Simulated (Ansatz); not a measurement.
`[OH][Al]1[CH2][GaH]1` + HCl → `[Cl][Al]1[CH2][GaH]1` + H₂O at 400 K and 1 bar (ligand exchange at the Al–O bond).

Gas-phase electronic energies from Ansatz, PBE0-D4/def2-TZVP geometries. CBS: MP2 limit from def2 TZ/QZ plus the TZ coupled-cluster correction, frozen cores. This one scheme is used for every species. For Ga outer-core shells are correlated without core-valence functions, which leaves a few kJ/mol of doubt a bond. Scalar relativity is left out up to krypton. Each species was taken in one conformer, which may not be the lowest.

| species | CCSD(T)/CBS energy (Eh) | H − E (kJ/mol) | S (J/(mol·K)) |
| --- | --- | --- | --- |
| `[OH][Al]1[CH2][GaH]1` | -2281.59000 | 147.6 | 376.1 |
| HCl | -460.38127 | 29.6 | 195.4 |
| `[Cl][Al]1[CH2][GaH]1` | -2665.60423 | 114.4 | 379.2 |
| H₂O | -76.37941 | 69.8 | 198.6 |

H − E and S are ideal-gas, rigid-rotor, harmonic terms from PBE0-D4/def2-TZVP, for one conformer and one mirror image of each species. 1 Eh = 2625.50 kJ/mol, R = 8.31446 J/(mol·K).

**Question.** By hand: ΔE, ΔH, ΔS and ΔG.

**Answer.** ΔE = (-2665.60423) + (-76.37941) − (-2281.59000) − (-460.38127) = -0.01237 Eh = -32.5 kJ/mol. Δ(H − E) = 114.4 + 69.8 − 147.6 − 29.6 = 7.0, so ΔH = -25.5 kJ/mol. ΔS = 379.2 + 198.6 − 376.1 − 195.4 = 6.3 J/(mol·K). ΔG = -25.5 − 400 × (6.3)/1000 = -28.0 kJ/mol.

**Question.** By hand: the equilibrium constant, and the temperature at which ΔG would vanish if ΔH and ΔS stayed fixed.

**Answer.** log₁₀ K = −ΔG/(RT ln 10) = 3.7. ΔH and −TΔS have one sign here, so there is no such temperature.

The number of gas molecules stays the same, so ΔS is small and ΔH decides. A doubt of 5 kJ/mol in ΔE shifts log₁₀ K by 0.7 here. Other conformers and mirror images would add mixing entropy, several J/(mol·K) or more a flexible species. Modes under 60 cm⁻¹, often nearly free rotors, make the harmonic entropy too high. These are equilibria of isolated gas molecules and say nothing of rates. Largest T1 diagnostic: 0.015 (customary marks: 0.02 for closed shells, 0.045 for open ones).

ΔS is within the doubt of such terms, so its sign, and with it that verdict, could turn.
